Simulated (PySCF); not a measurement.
# Bonding in `C=C(CC)[C@H]1COC1=O`

C7H10O2.
Atom-mapped SMILES: `[CH2:1]=[C:2]([CH2:3][CH3:4])[C@H:5]1[CH2:6][O:7][C:8]1=[O:9]` (hydrogens: H10, H11 on C1; H12, H13 on C3; H14, H15, H16 on C4; H17 on C5; H18, H19 on C6)

Cartesian coordinates in Å at the GFN2-xTB level; atoms count from 1:
```
atom  x, y, z in Å
C1     0.2522   -1.5377   -1.5545
C2     0.2983   -0.3910   -0.8939
C3     1.5282    0.0912   -0.1817
C4     1.4281   -0.1478    1.3270
C5    -0.9403    0.4625   -0.7931
C6    -2.0333    0.0219    0.2036
O7    -1.9095    1.2715    0.9031
C8    -0.9222    1.7088    0.0792
O9    -0.3276    2.7371    0.1029
H10    1.1120   -2.1801   -1.6314
H11   -0.6448   -1.8782   -2.0441
H12    2.3985   -0.4394   -0.5709
H13    1.6621    1.1586   -0.3669
H14    1.2769   -1.2058    1.5329
H15    2.3438    0.1741    1.8165
H16    0.6029    0.4134    1.7588
H17   -1.3305    0.6750   -1.7906
H18   -3.0388   -0.1069   -0.1972
H19   -1.7659   -0.8179    0.8459
```

Bond orders from the PBE0/pcSseg-1 density (PySCF). Geometry: GFN2-xTB, one conformer, isolated molecule.

Question: How far do the computed orders between heavy atoms stray from the drawn ones?

Answer: The largest departure is 0.119, at C6–O7 (drawn single, 0.881).

Question: Set the Mayer orders of the bonds beside their lengths.

Answer: 
```json
{"bond": "C1–C2", "drawn as": "double", "length (Å)": "1.324", "Mayer order": "1.978"}
{"bond": "C2–C3", "drawn as": "single", "length (Å)": "1.501", "Mayer order": "1.046"}
{"bond": "C3–C4", "drawn as": "single", "length (Å)": "1.531", "Mayer order": "1.038"}
{"bond": "C2–C5", "drawn as": "single", "length (Å)": "1.508", "Mayer order": "0.955"}
{"bond": "C5–C6", "drawn as": "single", "length (Å)": "1.543", "Mayer order": "0.977"}
{"bond": "C6–O7", "drawn as": "single", "length (Å)": "1.437", "Mayer order": "0.881"}
{"bond": "O7–C8", "drawn as": "single", "length (Å)": "1.358", "Mayer order": "1.056"}
{"bond": "C8–O9", "drawn as": "double", "length (Å)": "1.188", "Mayer order": "2.038"}
{"bond": "C8–C5", "drawn as": "single", "length (Å)": "1.521", "Mayer order": "0.955"}
{"bond": "C1–H10", "drawn as": "single", "length (Å)": "1.076", "Mayer order": "0.941"}
{"bond": "C1–H11", "drawn as": "single", "length (Å)": "1.077", "Mayer order": "0.951"}
{"bond": "C3–H12", "drawn as": "single", "length (Å)": "1.091", "Mayer order": "0.945"}
{"bond": "C3–H13", "drawn as": "single", "length (Å)": "1.092", "Mayer order": "0.922"}
{"bond": "C4–H14", "drawn as": "single", "length (Å)": "1.088", "Mayer order": "0.966"}
{"bond": "C4–H15", "drawn as": "single", "length (Å)": "1.087", "Mayer order": "0.968"}
{"bond": "C4–H16", "drawn as": "single", "length (Å)": "1.087", "Mayer order": "0.955"}
{"bond": "C5–H17", "drawn as": "single", "length (Å)": "1.092", "Mayer order": "0.908"}
{"bond": "C6–H18", "drawn as": "single", "length (Å)": "1.090", "Mayer order": "0.946"}
{"bond": "C6–H19", "drawn as": "single", "length (Å)": "1.091", "Mayer order": "0.945"}
```

By pair of heavy elements: C–C: lowest C2–C5 and C8–C5 (0.955, 1.508 Å), highest C1–C2 (1.978, 1.324 Å); in 4 of the 15 pairs the longer bond (by over 0.003 Å) has the higher order (by 0.02 or more). C–O: lowest C6–O7 (0.881, 1.437 Å), highest C8–O9 (2.038, 1.188 Å). Bonds named together lie within 0.004.

Question: Sum the orders of all bonds at each heavy atom with more than one neighbour and set the sums beside the valence in the SMILES.

Answer: C1 3.870 (drawn 4), C2 3.979 (drawn 4), C3 3.951 (drawn 4), C4 3.927 (drawn 4), C5 3.795 (drawn 4), C6 3.749 (drawn 4), O7 1.937 (drawn 2), C8 4.049 (drawn 4). Orders between atoms that aren't bonded are not in these sums.

For a closed shell the Mayer order of atoms A and B is Σ (PS)μν (PS)νμ over the basis functions μ on A and ν on B, with P the density and S the overlap matrix.

The run behind these numbers computed NMR shieldings as well. On one thread, Arm Neoverse V1 (shared host), this took 34 s of wall time.
